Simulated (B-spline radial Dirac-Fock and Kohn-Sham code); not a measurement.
Gd²⁺: non-radiative channels of the N4 vacancy

System: Gd²⁺, configuration [Xe] 4f7 5d1.

Input of the calculation (task.json; shells as n, l, electrons):

```json
{"items": [{
  "Z": 64,
  "q": 2,
  "cfg": [[1, 0, 2], [2, 0, 2], [2, 1, 6], [3, 0, 2], [3, 1, 6], [3, 2, 10], [4, 0, 2], [4, 1, 6], [4, 2, 10], [4, 3, 7], [5, 0, 2], [5, 1, 6], [5, 2, 1]],
  "A": 158,
  "rrms": 5.1569,
  "do": ["binding", "quiet", "decay"],
  "holes": ["K", "L1", "L2", "L3", "M1", "M2", "M3", "M4", "M5", "N1", "N2", "N3", "N4", "N5"]
}]}
```

Launch: `python xray_run.py task.json out`

The computed values come from a radial finite-basis atomic code: independent-particle rates on relativistic LDA orbitals of the hole state (multipoles up to L = 3, Coulomb Auger matrix elements, transition energies from Dirac-Fock). Kinetic energies are configuration averages from the vacuum level; the two-hole energies are estimated from single-hole states.

| transition | kinetic energy (eV) | width (meV) | share (%) |
| --- | --- | --- | --- |
| N4-O1O1 | 17.70 | 12.5 | 0.6 |
| N4-O1O2 | 43.92 | 12.7 | 0.6 |
| N4-O1O3 | 48.55 | 15.1 | 0.7 |
| N4-N6O1 | 61.90 | 228 | 10.1 |
| N4-N7O1 | 62.67 | 22.8 | 1.0 |
| N4-O2O3 | 71.55 | 16.8 | 0.7 |
| N4-O3O3 | 75.93 | 6.80 | 0.3 |
| N4-N6O2 | 86.49 | 182 | 8.1 |
| N4-N7O2 | 87.16 | 59.1 | 2.6 |
| N4-N6O3 | 91.28 | 305 | 13.6 |
| N4-N7O3 | 92.08 | 22.7 | 1.0 |
| N4-N6N6 | 102.7 | 307 | 13.7 |
| N4-N6N7 | 103.5 | 951 | 42.4 |
| N4-N7N7 | 104.3 | 11.7 | 0.5 |
| N4-N6O4 | 119.7 | 21.2 | 0.9 |
| N4-N6O5 | 120.0 | 23.8 | 1.1 |
| N4-N7O4 | 120.4 | 23.9 | 1.1 |

Coster-Kronig rates are the weakest part of this model and often come out 1.5 to 2.5 times too large. The listed channels hold 99 % of the non-radiative rate. Summed by principal shells, of 2.25 eV in all: NNN 56.6 %, NNO 39.6 %, NOO 3.8 %.
